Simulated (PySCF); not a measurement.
Al(H)2(PH2) (AlH4P), SMILES [PH2][AlH2]. Heavy atoms are numbered as in [AlH2:1][PH2:4]. Hydrogens are named by the atom that carries them.

Geometry: PBE-D3(BJ)/def2-TZVP.

The numbers are results of r2SCAN/def2-TZVPD in PySCF, not measurements.

Mulliken values depend strongly on the basis, most of all with diffuse functions as here. ESP charges are fitted to the potential on shells at 1.4 to 2.0 van der Waals radii. Atomic charges (e), one atom of each kind:

```
atom        Mulliken  meta-Löwdin  ESP fit
----------  --------  -----------  -------
Al1 (AlH2)      0.48         0.46     0.69
H on Al1       -0.15        -0.14    -0.25
P4 (PH2)       -0.40        -0.24    -0.30
H on P4         0.12         0.03     0.05
```
